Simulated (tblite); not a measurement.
Compound: C₅H₁₄SSi.
Bonds: C1–S2, S2–C3, C3–C4, C4–C5, C5–C6, C6–Si7. Hydrogens: H8, H9, H10 on C1; H11, H12 on C3; H13, H14 on C4; H15, H16 on C5; H17, H18 on C6; H19, H20, H21 on Si7.

Computed with GFN2-xTB (tblite), gas phase: L-BFGS steps from a force-field or distance-geometry start until the largest atomic force falls under 0.01 eV/Å.

Step 1: E = -620.7004 eV
```
atom  x, y, z in Å  |  force x, y, z in eV/Å
C1     -3.1064    0.9894    0.6741   -0.105   0.203  -0.108
S2     -2.4215   -0.5577    1.3228    0.100  -0.082  -0.023
C3     -1.7118   -1.2602   -0.2076    0.042  -0.045  -0.145
C4     -0.5393   -0.4766   -0.7889    0.015  -0.023   0.005
C5      0.6797   -0.4047    0.1360    0.027  -0.041  -0.023
C6      1.8522    0.2782   -0.5675    0.056   0.047   0.054
Si7     3.4304    0.4364    0.4686    0.264  -0.026   0.393
H8     -3.7568    0.7816   -0.1717    0.025  -0.075  -0.033
H9     -2.3046    1.6600    0.3746    0.007  -0.030   0.026
H10    -3.6949    1.4632    1.4566    0.112  -0.142   0.053
H11    -1.4006   -2.2816    0.0299   -0.005   0.179   0.203
H12    -2.5212   -1.3386   -0.9370   -0.041   0.120   0.012
H13    -0.2512   -0.9781   -1.7179    0.046  -0.045  -0.002
H14    -0.8507    0.5341   -1.0739   -0.025  -0.054   0.143
H15     0.9663   -1.4199    0.4339   -0.028   0.088  -0.073
H16     0.4290    0.1349    1.0566   -0.035  -0.026  -0.173
H17     2.1084   -0.2656   -1.4793   -0.157  -0.030  -0.048
H18     1.5530    1.2816   -0.8758   -0.108  -0.001  -0.076
H19     3.1523    1.2326    1.6826    0.043  -0.138  -0.201
H20     3.9072   -0.9065    0.8586   -0.078   0.211  -0.064
H21     4.4718    1.1146   -0.3262   -0.155  -0.093   0.080
```

Step 2: E = -620.7117 eV
```
atom  x, y, z in Å  |  force x, y, z in eV/Å
C1     -3.1094    0.9947    0.6721    0.047  -0.053  -0.085
S2     -2.4192   -0.5599    1.3226    0.046   0.042  -0.094
C3     -1.7114   -1.2609   -0.2118    0.052   0.011   0.014
C4     -0.5388   -0.4777   -0.7875    0.024  -0.006  -0.123
C5      0.6800   -0.4045    0.1352    0.039  -0.053  -0.043
C6      1.8527    0.2789   -0.5665    0.144   0.046   0.060
Si7     3.4369    0.4358    0.4778    0.026  -0.010   0.072
H8     -3.7562    0.7800   -0.1724   -0.008  -0.059  -0.061
H9     -2.3045    1.6592    0.3752    0.031   0.016   0.003
H10    -3.6920    1.4597    1.4571    0.015  -0.057   0.138
H11    -1.4006   -2.2780    0.0344    0.005   0.102   0.172
H12    -2.5217   -1.3360   -0.9362   -0.080   0.096  -0.049
H13    -0.2501   -0.9793   -1.7185    0.035  -0.011   0.035
H14    -0.8514    0.5334   -1.0710   -0.016  -0.060   0.130
H15     0.9658   -1.4185    0.4325   -0.008   0.044  -0.056
H16     0.4283    0.1341    1.0526   -0.050   0.016  -0.090
H17     2.1051   -0.2662   -1.4804   -0.131  -0.003   0.005
H18     1.5507    1.2816   -0.8774   -0.076  -0.019  -0.048
H19     3.1532    1.2294    1.6780    0.016  -0.037  -0.032
H20     3.9053   -0.9017    0.8571   -0.016   0.058  -0.006
H21     4.4683    1.1125   -0.3245   -0.098  -0.063   0.059
```

Problem. Estimate the geometry and energy of step 3. (The exact step hangs on the optimiser's Hessian estimate; all steps are aligned on step 2, rigid shifts and turns removed.)

Solution. E = -620.7165 eV, largest force 0.153 eV/Å
```
atom  x, y, z in Å  |  force x, y, z in eV/Å
C1     -3.1100    0.9961    0.6699    0.060  -0.103  -0.021
S2     -2.4174   -0.5600    1.3209    0.027   0.083  -0.093
C3     -1.7106   -1.2606   -0.2136    0.019   0.034   0.037
C4     -0.5379   -0.4785   -0.7886    0.033   0.001  -0.101
C5      0.6808   -0.4048    0.1337    0.044  -0.023  -0.043
C6      1.8553    0.2799   -0.5650    0.090   0.034   0.024
Si7     3.4401    0.4355    0.4828   -0.081  -0.002  -0.076
H8     -3.7561    0.7782   -0.1738   -0.013  -0.042  -0.058
H9     -2.3038    1.6593    0.3754    0.029   0.030  -0.010
H10    -3.6904    1.4571    1.4597    0.016  -0.054   0.101
H11    -1.4005   -2.2748    0.0395    0.008   0.055   0.143
H12    -2.5231   -1.3332   -0.9366   -0.048   0.075  -0.040
H13    -0.2490   -0.9801   -1.7183    0.037  -0.011   0.001
H14    -0.8521    0.5323   -1.0675   -0.015  -0.035   0.097
H15     0.9656   -1.4175    0.4309    0.010   0.003  -0.041
H16     0.4271    0.1340    1.0493   -0.054   0.027  -0.054
H17     2.1013   -0.2665   -1.4807   -0.092   0.010   0.028
H18     1.5483    1.2812   -0.8790   -0.041  -0.034  -0.021
H19     3.1539    1.2275    1.6756   -0.002   0.023   0.067
H20     3.9044   -0.8987    0.8564    0.020  -0.036   0.027
H21     4.4652    1.1105   -0.3227   -0.047  -0.034   0.033
```

The energy changes by -0.0048 eV. The first-order estimate −F·Δx gives -0.0067 eV and the mean of the old and new forces, exact on a quadratic surface, -0.0048 eV. The step makes an angle of 30° with the force vector and moves no atom by more than 0.006 Å.

The cost below is that of the whole relaxation. The run took 0.83 s on an Arm Neoverse N1 with one thread (shared host).
